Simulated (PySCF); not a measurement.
Excitation energy of Hg by level of theory

Hg [Xe] 4f14 5d10 6s2 (1S) → Hg [Xe] 4f14 5d10 6s1 6p1 (3P), as a difference of total energies. Calculation: PySCF 2.14, in aug-cc-pVDZ-PP with ECP60MDF (5s5p4d2f, 54 functions); scalar relativity through the core potential. Correlated levels: valence: 5s2 5p6 frozen. The calculations carry no spin-orbit coupling.

```
           method  excitation energy (eV)
              UHF                   3.700
    MP2 (valence)                   5.333
SCS-MP2 (valence)                   5.376
   CCSD (valence)                   5.051
CCSD(T) (valence)                   5.129
```

Task: How much does correlation contribute at CCSD(T) (valence)?

Result: 5.129 − (3.700) = 1.429 eV, measured against UHF.
